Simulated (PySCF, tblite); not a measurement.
Compound: C₅H₁₄OSi₂.
Bonds: C1–C2, C2–O3, O3–C4, C4–C5, C5–Si6, Si6–Si7, Si7–C8, C4–C8. Hydrogens: H9, H10, H11 on C1; H12, H13 on C2; H14 on C4; H15, H16 on C5; H17, H18 on Si6; H19, H20 on Si7; H21, H22 on C8.

Structure optimised with GFN2-xTB, isolated species.

(1) List the bond lengths, angles and torsions at this level.

Results:

(1) 
```
                 bond  length (pm)   order
                C1–C2        152.1  single
                C2–O3        140.7  single
                O3–C4        142.3  single
         C4–C5, C4–C8        152.6  single
       C5–Si6, Si7–C8        191.6  single
              Si6–Si7        231.4  single
C1–H9, C1–H10, C1–H11        108.7  single
       C2–H12, C2–H13        110.1  single
               C4–H14        110.5  single
       C5–H15, C8–H22        108.9  single
       C5–H16, C8–H21        109.0  single
     Si6–H17, Si7–H19        146.7  single
     Si6–H18, Si7–H20        147.2  single
```

Bonds in one row agree within 1 pm and their mean is given. Orders are formal, as drawn. A selection of angles:
```
     angle  degrees
  C1–C2–O3    108.2
  C2–O3–C4    116.4
  O3–C4–C5    110.1
  O3–C4–C8    103.8
  C5–C4–C8    110.3
 C4–C5–Si6    104.7
C5–Si6–Si7     92.9
 C4–C8–Si7    104.4
```

Dihedral angles: C1–C2–O3–C4 -178° (antiperiplanar); C2–O3–C4–C5 -75° (synclinal); O3–C4–C5–Si6 -52° (synclinal); C4–C5–Si6–Si7 -30°; C5–Si6–Si7–C8 -1° (synperiplanar); Si6–Si7–C8–C4 31° (synclinal); O3–C4–C8–Si7 55° (synclinal). The mirror-image conformer, all signs reversed, is as good.

Si6 (SiH2 silicon) has angles from 92.9° to 119.9°. The 5-membered ring C4–C5–Si6–Si7–C8 has internal angles of 92.8° to 110.3°; it is puckered, 0.25 Å rms from its mean plane, widest ring torsion 63°. Of the pairs four or more bonds apart, H13···H15 is among the closest relative to their van der Waals radii: 2.26 Å, 94 % of the sum of Bondi's values.

Point group: C1 (no symmetry element, even within 0.4 Å). Its GFN2-xTB frequencies are all real (lowest 45 cm⁻¹). The numbers are those of one conformer. 2 starts were optimised and ended at 0.00 and 3.60 kcal/mol (GFN2-xTB); the lowest of these is shown.

The numbers are calculated, not measured.
